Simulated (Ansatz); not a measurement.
Calculated with Ansatz (gas phase, PBE0-D4/def2-TZVP geometries, no zero-point term in ΔE). CCSD(T)/CBS is the MP2 limit (def2-TZVPP, def2-QZVPP) plus CCSD(T) − MP2 in def2-TZVPP, frozen cores. This one scheme is used for every species. DFT in def2-TZVPP. HSE06 is defined as in plane-wave codes. One conformer a species, not always the lowest.

Reaction (formal exchange of groups at a B–O bond): `OB(O)Cl` + SiH₄ → `OB([SiH3])Cl` + H₂O

`OB(O)Cl`:

Cartesian coordinates in Å:
```
O 0.223 -0.193 1.094
B -0.091 -0.090 -0.221
O 0.133 1.053 -0.903
Cl -0.808 -1.453 -1.095
H 0.019 -1.051 1.471
H 0.523 1.734 -0.347
```

SiH₄:

Cartesian coordinates in Å:
```
Si 0.000 0.000 0.000
H 0.788 0.918 0.860
H 0.899 -0.644 -0.991
H -1.051 0.770 -0.712
H -0.636 -1.044 0.843
```

`OB([SiH3])Cl`:

Z-matrix (Å, degrees):
```
Si
B 1 2.023
H 1 1.488 2 109.2
H 1 1.488 2 109.2 3 -118.0
H 1 1.486 2 112.1 3 121.0
Cl 2 1.779 1 119.0 3 59.3
O 2 1.343 1 121.8 3 -120.7
H 7 0.965 2 113.9 1 180.0
```

H₂O:

Cartesian coordinates in Å:
```
O -0.107 0.270 0.259
H 0.767 0.132 -0.112
H -0.659 -0.402 -0.147
```

(1) Is it downhill or uphill in electronic energy at CCSD(T)/CBS, and by how much? (Estimate.)

(2) What do these levels give: r2SCAN-D4, HSE06-D4, ωB97X-V, PBE-QIDH, PBE, r2SCAN0, CAM-B3LYP, LC-ωPBE, MP2/def2-SVP, CCSD(T)/def2-SVP, MP2/def2-TZVPP, MP2/CBS(def2)? (Best estimate.)

Largest T1 diagnostic among the species: 0.013.

Answers

(1) Computed: Uphill: ΔE = +137.5 kJ/mol.

(2) Ansatz gave: r2SCAN-D4 144.9, HSE06-D4 136.3, ωB97X-V 143.9, PBE-QIDH 144.9, PBE 132.2, r2SCAN0 148.7, CAM-B3LYP 154.2, LC-ωPBE 143.7, MP2/def2-SVP 172.5, CCSD(T)/def2-SVP 167.2, MP2/def2-TZVPP 146.6, MP2/CBS(def2) 140.4 kJ/mol.

From PBE to PBE0 (25 % exact exchange), in def2-TZVPP and without D4, ΔE moves by +6.7 kJ/mol. At CCSD(T), def2-SVP lies +29.7 kJ/mol from the extrapolated value and def2-TZVPP +6.1 kJ/mol.
